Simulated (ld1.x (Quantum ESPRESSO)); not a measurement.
# Before and after: TM potential for boron

ld1.x (Quantum ESPRESSO) 7.5 input, shortened:

```
&input
   title='B', zed=5., rel=1, dft='PBE', iswitch=3,
   config='[He] 2s2 2p1'
 /
 &inputp
   pseudotype=2, tm=.true., lloc=-1, rcloc=1.40,
   nlcc=.true., rcore=1.00
 /
2
2S  1  0   2.00   0.00  1.35  1.35  0.0
2P  2  1   1.00   0.00  3.10  3.10  0.0
 &test
   configts(1)='2s2 2p1'
 /
```

Change: wave 2s (bound): rc 1.35 bohr becomes 2s (bound): rc 1.86 bohr.

Cutoffs: the cutoffs (Ry, on a coarse ladder) from which the occupation-weighted sum of valence levels, in a spherical-Bessel basis at the reference potential, stays within 10 and 1 mRy of its value at 400 Ry; they do not see the model core or the augmentation charge, which bear on the density cutoff. Errors are all-electron minus pseudo energies relative to the spin-unpolarised reference configuration.

**Question.** Predict the effect on cutoff, ghosts and configuration errors.

**Answer.** The potential gets softer (21 Ry and 55 Ry → 15 Ry and 35 Ry); the errors of the 7 common tests hardly move; the range in which the s phases agree narrows (upper end 4.2 → 0.8); neither file shows a bound ghost. A larger radius leaves more room for a smooth pseudo-wave, so fewer plane waves are needed.

| quantity | base | changed |
| --- | --- | --- |
| cutoff, loose | 21 Ry | 15 Ry |
| cutoff, tight | 55 Ry | 35 Ry |
| loose cutoff by channel (10 mRy a level) | s 18 Ry, p 10 Ry | s 12 Ry, p 10 Ry |
| bound ghosts | none | none |
| error for 2s2 2p0, meV [ΔE 8.22 eV] | +95 | +101 |
| error for 2s1 2p0, meV [ΔE 33.64 eV] | +298 | +303 |
| error for 2s2 2p0.5, meV [ΔE 2.89 eV] | +13 | +14 |
| error for 2s0 2p3, meV [ΔE 11.72 eV] | -81 | -88 |
| error for 2s1 2p1, meV [ΔE 14.36 eV] | -54 | -60 |
| error for 2s2 2p1.3, meV [ΔE -0.74 eV] | +1.1 | +1.2 |
| error for 2s1 2p2, meV [ΔE 5.85 eV] | -20 | -22 |
| s: phases at 3.35 bohr within 0.05 rad from the reference energy up to (Ry; the scan ends near 5) | 4.2 | 0.8 |
| p: phases at 3.35 bohr within 0.05 rad from the reference energy up to (Ry; the scan ends near 5) | 0.7 | 0.7 |
